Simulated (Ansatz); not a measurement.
Steps of a relaxation of CH₄F₂SSn (`F[CH](F)[SnH2][SH]`) with RKS PBE0-D4/def2-TZVP.

```sh
$ ansatz run in.yaml --threads 4 --pin off --events-out ev --progress --plain --max-ram 10444MiB
```

```yaml
crystal:
  periodic: [false, false, false]
  atoms:
    - {symbol: F, position_ang: [-1.031308, 0.488493, 1.490683]}
    - {symbol: C, position_ang: [0.304232, 0.418367, 1.170001]}
    - {symbol: F, position_ang: [0.786206, 1.689343, 1.050609]}
    - {symbol: Sn, position_ang: [0.470382, -0.646695, -0.781217]}
    - {symbol: S, position_ang: [-1.478130, 0.179797, -1.996830]}
    - {symbol: H, position_ang: [0.831060, -0.080763, 2.017353]}
    - {symbol: H, position_ang: [1.900841, -0.211620, -1.644281]}
    - {symbol: H, position_ang: [0.381020, -2.358320, -0.518823]}
    - {symbol: H, position_ang: [-2.075903, 0.474997, -0.804696]}
basis:
  gaussian: {orbitals: def2-TZVP}
hamiltonian: {xc: pbe0, dispersion: d4}
relax: {f_tol: 0.005, max_steps: 150}
```

Positions (Å) and forces (eV/Å) along the path, 15 of 23 steps:

```xyz
9
step=1 energy=-23195.9215 eV
F    -1.031    0.488    1.491    0.528    0.115   -0.018
C     0.304    0.418    1.170    0.121   -0.292    0.054
F     0.786    1.689    1.051   -0.252   -0.361    0.148
Sn    0.470   -0.647   -0.781   -0.200    0.101   -0.122
S    -1.478    0.180   -1.997    0.227   -0.090    0.743
H     0.831   -0.081    2.017   -0.344    0.371   -0.450
H     1.901   -0.212   -1.644   -0.259   -0.083    0.177
H     0.381   -2.358   -0.519    0.015    0.340   -0.042
H    -2.076    0.475   -0.805    0.164   -0.101   -0.490
9
step=2 energy=-23195.9574 eV
F    -1.001    0.492    1.509    0.140    0.002   -0.062
C     0.318    0.402    1.150   -0.002    0.013    0.338
F     0.801    1.670    1.058   -0.031   -0.037   -0.011
Sn    0.460   -0.628   -0.778   -0.044    0.071    0.203
S    -1.436    0.152   -1.976   -0.417    0.201    0.016
H     0.842   -0.094    1.981   -0.069    0.066   -0.154
H     1.874   -0.211   -1.597    0.155    0.064   -0.123
H     0.370   -2.295   -0.507   -0.004   -0.245    0.041
H    -2.140    0.466   -0.857    0.272   -0.135   -0.249
9
step=3 energy=-23195.9667 eV
F    -0.991    0.498    1.536    0.063    0.008   -0.018
C     0.323    0.406    1.167   -0.092    0.069    0.106
F     0.807    1.672    1.074   -0.013   -0.039   -0.006
Sn    0.434   -0.620   -0.771    0.101   -0.017   -0.034
S    -1.443    0.154   -2.030   -0.165    0.089    0.315
H     0.852   -0.094    1.988   -0.003   -0.003   -0.077
H     1.848   -0.194   -1.609    0.080    0.006   -0.023
H     0.353   -2.300   -0.498   -0.011   -0.074    0.020
H    -2.095    0.432   -0.874    0.040   -0.038   -0.283
9
step=4 energy=-23195.9661 eV rejected
F    -0.985    0.499    1.507   -0.209    0.089    0.140
C     0.328    0.405    1.168    0.149   -0.103   -0.184
F     0.823    1.665    1.064   -0.014    0.074    0.054
Sn    0.446   -0.623   -0.773    0.039    0.058    0.053
S    -1.429    0.186   -2.013    0.023    0.005   -0.057
H     0.847   -0.093    1.993    0.015   -0.009   -0.001
H     1.851   -0.169   -1.608    0.087   -0.061   -0.037
H     0.316   -2.295   -0.482    0.043   -0.085   -0.027
H    -2.108    0.379   -0.873   -0.133    0.031    0.058
9
step=5 energy=-23195.9729 eV
F    -0.991    0.501    1.536    0.030    0.010   -0.024
C     0.319    0.409    1.166    0.008   -0.018    0.028
F     0.808    1.673    1.074   -0.020   -0.009   -0.007
Sn    0.447   -0.624   -0.773   -0.026    0.027    0.001
S    -1.444    0.166   -2.015   -0.016    0.018    0.086
H     0.851   -0.096    1.980   -0.002    0.004   -0.011
H     1.866   -0.198   -1.611    0.005   -0.013    0.003
H     0.353   -2.308   -0.496    0.006    0.004   -0.001
H    -2.121    0.429   -0.879    0.015   -0.022   -0.075
9
step=7 energy=-23195.9754 eV
F    -0.971    0.490    1.571   -0.003   -0.008   -0.017
C     0.332    0.414    1.177    0.009    0.011    0.005
F     0.802    1.684    1.076   -0.001    0.004   -0.005
Sn    0.440   -0.612   -0.765   -0.007    0.006   -0.005
S    -1.415    0.222   -2.028    0.063   -0.003   -0.091
H     0.887   -0.084    1.978    0.011   -0.010    0.016
H     1.869   -0.218   -1.601    0.005   -0.002    0.002
H     0.313   -2.295   -0.496   -0.005   -0.001    0.005
H    -2.170    0.353   -0.929   -0.072    0.002    0.090
9
step=8 energy=-23195.9760 eV
F    -0.968    0.490    1.567   -0.035    0.002    0.008
C     0.335    0.415    1.177    0.029   -0.002   -0.030
F     0.806    1.685    1.076    0.000    0.015    0.004
Sn    0.441   -0.609   -0.766   -0.007    0.004    0.005
S    -1.411    0.232   -2.029    0.019    0.005   -0.017
H     0.888   -0.084    1.980    0.012   -0.010    0.017
H     1.872   -0.219   -1.599    0.005   -0.005   -0.004
H     0.303   -2.291   -0.495    0.000   -0.004    0.000
H    -2.177    0.334   -0.930   -0.023   -0.005    0.016
9
step=9 energy=-23195.9593 eV rejected
F    -0.932    0.467    1.630   -0.029    0.000   -0.006
C     0.358    0.427    1.193    0.082   -0.012    0.038
F     0.794    1.709    1.082   -0.015    0.000   -0.001
Sn    0.431   -0.589   -0.752   -0.030   -0.007   -0.074
S    -1.353    0.347   -2.049   -0.574   -0.152    0.715
H     0.953   -0.061    1.974   -0.012    0.012    0.004
H     1.876   -0.255   -1.587    0.010   -0.001    0.018
H     0.217   -2.266   -0.491   -0.008    0.034   -0.002
H    -2.257    0.176   -1.017    0.574    0.126   -0.691
9
step=11 energy=-23195.9763 eV rejected
F    -0.938    0.469    1.613    0.048   -0.018   -0.022
C     0.360    0.423    1.191   -0.038    0.030    0.051
F     0.798    1.704    1.087    0.006   -0.013   -0.005
Sn    0.435   -0.591   -0.758   -0.025   -0.015   -0.009
S    -1.371    0.314   -2.042   -0.165   -0.019    0.202
H     0.942   -0.067    1.980   -0.006    0.006   -0.014
H     1.878   -0.243   -1.592   -0.006   -0.009    0.007
H     0.225   -2.266   -0.487    0.014    0.018   -0.006
H    -2.240    0.208   -1.009    0.173    0.019   -0.204
9
step=12 energy=-23195.9775 eV
F    -0.947    0.474    1.601    0.013   -0.006   -0.004
C     0.352    0.421    1.188   -0.020    0.018    0.015
F     0.800    1.699    1.085    0.002   -0.007   -0.002
Sn    0.433   -0.596   -0.760    0.011   -0.008   -0.007
S    -1.385    0.290   -2.041   -0.026    0.000    0.047
H     0.927   -0.071    1.980    0.002    0.000   -0.007
H     1.874   -0.241   -1.593   -0.001    0.004   -0.002
H     0.255   -2.274   -0.491   -0.008    0.001    0.003
H    -2.222    0.250   -0.987    0.027   -0.001   -0.043
9
step=13 energy=-23195.9770 eV rejected
F    -0.938    0.464    1.613    0.031   -0.005   -0.015
C     0.359    0.423    1.190    0.001   -0.004    0.030
F     0.795    1.705    1.085   -0.005   -0.012   -0.002
Sn    0.438   -0.595   -0.757   -0.046    0.022    0.014
S    -1.368    0.317   -2.036   -0.096   -0.003    0.072
H     0.944   -0.066    1.977   -0.007    0.014   -0.002
H     1.877   -0.241   -1.594   -0.005   -0.021    0.008
H     0.224   -2.268   -0.482    0.020    0.009   -0.011
H    -2.242    0.214   -1.014    0.107    0.000   -0.094
9
step=16 energy=-23195.9781 eV
F    -0.923    0.435    1.646    0.012    0.005   -0.002
C     0.366    0.426    1.198    0.004   -0.003   -0.006
F     0.768    1.717    1.082   -0.007   -0.005    0.007
Sn    0.428   -0.588   -0.753   -0.013   -0.009    0.007
S    -1.359    0.339   -2.047   -0.021    0.003    0.014
H     0.979   -0.047    1.973   -0.004    0.005   -0.002
H     1.878   -0.265   -1.583   -0.004    0.004    0.001
H     0.200   -2.260   -0.486    0.002    0.002    0.001
H    -2.250    0.197   -1.048    0.030   -0.001   -0.021
9
step=20 energy=-23195.9782 eV
F    -0.912    0.424    1.664    0.011    0.003   -0.003
C     0.371    0.427    1.201    0.000    0.002    0.004
F     0.760    1.722    1.082   -0.006   -0.009    0.003
Sn    0.423   -0.586   -0.750    0.001    0.001   -0.001
S    -1.351    0.357   -2.051   -0.008   -0.003    0.011
H     0.997   -0.040    1.970   -0.004    0.004   -0.004
H     1.876   -0.269   -1.576    0.000   -0.001    0.000
H     0.181   -2.256   -0.484    0.000    0.000   -0.001
H    -2.255    0.174   -1.073    0.007    0.002   -0.010
9
step=22 energy=-23195.9782 eV
F    -0.910    0.423    1.668    0.005    0.000   -0.002
C     0.372    0.427    1.202   -0.003    0.004    0.005
F     0.759    1.723    1.082   -0.001   -0.004    0.000
Sn    0.422   -0.585   -0.749    0.000    0.000    0.000
S    -1.350    0.360   -2.052    0.000    0.000   -0.001
H     1.000   -0.039    1.970   -0.001    0.000   -0.002
H     1.875   -0.270   -1.575    0.000    0.000    0.000
H     0.178   -2.255   -0.484    0.000   -0.001    0.000
H    -2.258    0.169   -1.080    0.000    0.000    0.000
9
step=23 energy=-23195.9782 eV
F    -0.910    0.423    1.668    0.003    0.000   -0.002
C     0.372    0.427    1.202   -0.002    0.003    0.004
F     0.759    1.723    1.083   -0.001   -0.002    0.000
Sn    0.422   -0.585   -0.749    0.000    0.000   -0.001
S    -1.349    0.360   -2.052    0.001    0.001   -0.002
H     1.001   -0.039    1.970    0.000    0.000   -0.001
H     1.875   -0.270   -1.576    0.000    0.000    0.000
H     0.177   -2.255   -0.484    0.000    0.000    0.000
H    -2.258    0.169   -1.080   -0.001    0.000    0.001
```

It took 2.4 min on 4 threads of an Arm Neoverse N1 on a shared host, with 0.62 GiB of host memory at the peak.
